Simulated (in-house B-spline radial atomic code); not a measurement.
A fraction x of an electron is removed from 3s in S, starting from [Ne] 3s2 3p4 and keeping the highest spin. Level of theory: scalar-relativistic (X2C) PBEsol, spin-polarised, spherical fractional occupations, Fermi nucleus of rms radius 3.2611 fm; calculated with an all-electron radial atomic-structure program (B-spline basis).

```json
{"x": "0", "E(x) - E(0) (eV)": "0.0000", "3s down level (eV)": "-16.077"}
{"x": "0.05", "E(x) - E(0) (eV)": "0.8154", "3s down level (eV)": "-16.540"}
{"x": "0.25", "E(x) - E(0) (eV)": "?", "3s down level (eV)": "?"}
{"x": "0.35", "E(x) - E(0) (eV)": "6.2017", "3s down level (eV)": "-19.389"}
{"x": "0.45", "E(x) - E(0) (eV)": "8.1892", "3s down level (eV)": "-20.362"}
{"x": "0.5", "E(x) - E(0) (eV)": "9.2195", "3s down level (eV)": "-20.852"}
{"x": "0.58", "E(x) - E(0) (eV)": "10.9192", "3s down level (eV)": "-21.641"}
{"x": "0.72", "E(x) - E(0) (eV)": "14.0464", "3s down level (eV)": "-23.036"}
{"x": "0.76", "E(x) - E(0) (eV)": "14.9758", "3s down level (eV)": "-23.437"}
{"x": "0.95", "E(x) - E(0) (eV)": "?", "3s down level (eV)": "?"}
{"x": "1", "E(x) - E(0) (eV)": "20.8914", "3s down level (eV)": "-"}
```

Task: What belongs in the row x = 0.25?

Result: An energy change of 4.3111 eV; 3s down at -18.426 eV.

Task: What belongs in the row x = 0.95?

Result: An energy change of 19.6108 eV; 3s down at -25.357 eV.

Task: Check Janak's theorem between x = 0.35 and 0.45.

Result: The slope of the energy is 19.87 eV; the orbital levels give 19.88 eV (-ε of the emptying orbital, averaged over the two points).
